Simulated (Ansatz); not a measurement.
Geometry optimisation, UKS B3LYP/STO-3G (Ansatz).

Input:

```yaml
crystal:
  periodic: [false, false, false]
  atoms:
    - { symbol: C, position_ang: [-1.5644, -1.2075, 0.0352] }
    - { symbol: C, position_ang: [-0.2275, -0.6922, -0.2107] }
    - { symbol: C, position_ang: [0.6882, 0.3009, -0.1225] }
    - { symbol: Al, position_ang: [1.2835, 2.1347, 0.4196] }
    - { symbol: "N", position_ang: [1.0857, -0.9506, -0.6593] }
    - { symbol: H, position_ang: [-1.6862, -1.5923, 1.0353] }
    - { symbol: H, position_ang: [-1.8488, -1.9246, -0.7327] }
    - { symbol: H, position_ang: [-2.2754, -0.2892, -0.0621] }
    - { symbol: H, position_ang: [0.1121, 3.1071, 1.1008] }
    - { symbol: H, position_ang: [2.7091, 2.6416, 0.2435] }
    - { symbol: H, position_ang: [1.789, -1.5848, -1.0264] }
magnetization:
  spin_polarized: true
basis:
  gaussian: { orbitals: STO-3G }
hamiltonian:
  xc: b3lyp
relax:
  f_tol: 0.02
  max_steps: 40
```

Launched with:

```bash
$ ansatz run input.yaml --threads 1 --pin off --max-ram 2048MiB --backend cpu --events-out ev --progress --plain --runs-dir out
```

Problem. Where does it end, and by what steps?

Solution. The forces met the threshold. Limits of this set-up: minimal basis. After 21 steps the energy has fallen by 3.268 eV; H11 moved furthest, 0.78 Å.

| step | energy less start (eV) | largest force component (eV/Å) | accepted |
| --- | --- | --- | --- |
| 0 | 0.0000 | 6.779 | yes |
| 1 | -0.8108 | 2.374 | yes |
| 2 | -1.0099 | 1.579 | yes |
| 3 | -1.4520 | 2.806 | yes |
| 4 | -2.0527 | 3.414 | yes |
| 5 | -2.7049 | 2.630 | yes |
| 6 | -3.1300 | 1.096 | yes |
| 7 | -3.0578 | 3.968 | no |
| 8 | -3.2364 | 0.435 | yes |
| 9 | -3.2429 | 0.287 | yes |
| 10 | -3.2521 | 0.133 | yes |
| 11 | -3.2576 | 0.159 | yes |
| 12 | -3.1797 | 1.179 | no |
| 13 | -3.2631 | 0.035 | yes |
| 14 | -3.2637 | 0.235 | yes |
| 15 | -3.2407 | 1.180 | no |
| 16 | -3.2670 | 0.142 | yes |
| 17 | -3.2659 | 0.164 | no |
| 18 | -3.2657 | 0.146 | no |
| 19 | -3.2676 | 0.047 | yes |
| 20 | -3.2667 | 0.329 | no |
| 21 | -3.2679 | 0.010 | yes |

```xyz
11
Properties=species:S:1:pos:R:3
C -1.554 -1.215 0.013
C -0.232 -0.539 -0.257
C 0.631 0.446 -0.143
Al 1.247 2.155 0.348
N 1.081 -0.852 -0.992
H -1.409 -2.126 0.621
H -2.030 -1.517 -0.936
H -2.237 -0.537 0.551
H 0.218 3.185 0.701
H 2.722 2.408 0.387
H 1.627 -1.464 -0.271
```

Whether the end is a true minimum wasn't checked by a vibrational analysis.

The run took 74 s on 1 thread of Arm Neoverse V2, with other jobs on the host, peak memory 0.14 GiB.
